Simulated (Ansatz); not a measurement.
`O=C[Se]C(=O)S`, 8 atoms. The species carries charge 0 and has multiplicity 1. Correlated methods include outer-core shells of Se, which these sets cover unevenly. Scalar relativity is left out up to krypton. All runs use 4 threads of a server CPU on a shared host. Correlated methods freeze the cores.

How many basis functions does each run have, and how long does it take in Ansatz? direct RPA on PBE orbitals/def2-TZVPP energy; RKS r2SCAN0-D4/def2-TZVPP energy; RKS B97M-V/def2-TZVPP energy; RKS PBE0-D4/def2-TZVP relaxation (17 steps); RKS BLYP-D4/def2-TZVPP energy; RHF-MP2/def2-QZVPP energy; RKS PBE0-D4/def2-TZVP frequencies; RKS PBE0-D4/def2-QZVPP energy; RKS ωB97M-V/def2-SVP energy; RHF-CCSD(T)/def2-TZVPP energy; RKS ωB97M-V/def2-QZVPP energy; RHF-CCSD(T)/def2-SVP energy. (Estimate.)

Ansatz gave: Other jobs shared the machine, so times are rough.

```csv
level,job,functions,wall time,peak host memory (GiB)
RKS BLYP-D4/def2-TZVPP,energy,242,2.9 s,0.34
RKS r2SCAN0-D4/def2-TZVPP,energy,242,8 s,0.77
RKS ωB97M-V/def2-SVP,energy,116,8 s,0.39
direct RPA on PBE orbitals/def2-TZVPP,energy,242,8 s,0.62
RKS B97M-V/def2-TZVPP,energy,242,14 s,0.42
RHF-CCSD(T)/def2-SVP,energy,116,16 s,0.61
RKS PBE0-D4/def2-QZVPP,energy,447,18 s,1.9
RKS ωB97M-V/def2-QZVPP,energy,447,34 s,2.2
RHF-MP2/def2-QZVPP,energy,447,46 s,2.7
RKS PBE0-D4/def2-TZVP,relaxation (17 steps),221,100 s,0.71
RKS PBE0-D4/def2-TZVP,frequencies,221,3.6 min,0.7
RHF-CCSD(T)/def2-TZVPP,energy,242,6.2 min,5
```
